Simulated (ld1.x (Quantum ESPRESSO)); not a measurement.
## potassium, TM: configuration errors across variants

| Property | Result |
| --- | --- |
| Element | potassium (K) |
| Generator | ld1.x (Quantum ESPRESSO) 7.5 |
| Type | norm-conserving Troullier–Martins (Kleinman–Bylander form) |
| Functional | LDA (PZ) |
| Relativity | scalar-relativistic |
| Frozen core | [Ar] |
| Valence charge | 1 |
| Reference configuration | 3d0 4s0.5 4p0 (charge +0.5) |
| Partial waves | 4p (bound, empty): rc 3.75 bohr; 3d (bound, empty): rc 4.20 bohr; 4s (bound): rc 2.65 bohr |
| Local potential | the s channel |
| Core correction | none |

All-electron excitation energies from the reference (eV): (1) 3d0 4s1 4p0 -1.710; (2) 3d0 4s0 4p1 -0.079; (3) 3d1 4s0 4p0 0.804; (4) 3d0.5 4s0.5 4p0 -0.460; (5) 3d0 4s0.5 4p0 spin -0.050; (6) 3d0 4s1 4p0 spin -1.850.

Spin tests fill each open shell by Hund’s rule, majority spin first.

A true bound ghost makes a file unfit for plane-wave use even where its test errors are small: the radial tests pick states by their node count and pass the ghost by.

Errors AE − PS in meV (a dash: test not solved or not reliable):

| change | (1) | (2) | (3) | (4) | (5) | (6) | bound ghosts |
| --- | --- | --- | --- | --- | --- | --- | --- |
| base | +19 | +17 | +64 | +14 | +24 | +67 | none |
| all radii scaled by about 0.75 (s 1.98, p 2.80, d 3.14 bohr) | +43 | +29 | +271 | -311 | +25 | +94 | p, s (extra level of the local part) |
| all radii scaled by about 0.83 (s 2.20, p 3.12, d 3.48 bohr) | +24 | +31 | +173 | +39 | – | – | p, s (extra level of the local part) |
| all radii scaled by about 0.88 (s 2.34, p 3.32, d 3.70 bohr) | +21 | +22 | +116 | +23 | +26 | +71 | p |
| all radii scaled by about 1.03 (s 2.74, p 3.88, d 4.34 bohr) | +19 | +17 | +58 | +13 | +24 | +67 | none |
| all radii scaled by about 1.10 (s 2.92, p 4.14, d 4.64 bohr) | +19 | +16 | +45 | +12 | +24 | +67 | none |
| all radii scaled by about 1.18 (s 3.14, p 4.44, d 4.98 bohr) | +19 | +17 | +34 | +11 | +24 | +67 | none |
| all radii scaled by about 1.23 (s 3.26, p 4.60, d 5.16 bohr) | +19 | +17 | +31 | +10 | +24 | +68 | none |
| all radii scaled by about 1.31 (s 3.46, p 4.90, d 5.48 bohr) | +19 | +17 | +21 | +9.5 | +24 | +68 | none |
| all radii scaled by about 1.39 (s 3.68, p 5.22, d 5.84 bohr) | +19 | +16 | +14 | +9.1 | +24 | +67 | none |

**Question.** Give the same row for: all radii scaled by about 0.95 (s 2.50, p 3.56, d 3.98 bohr).

**Answer.** +20, +19, +87, +18, +24, +69; bound ghosts: p.
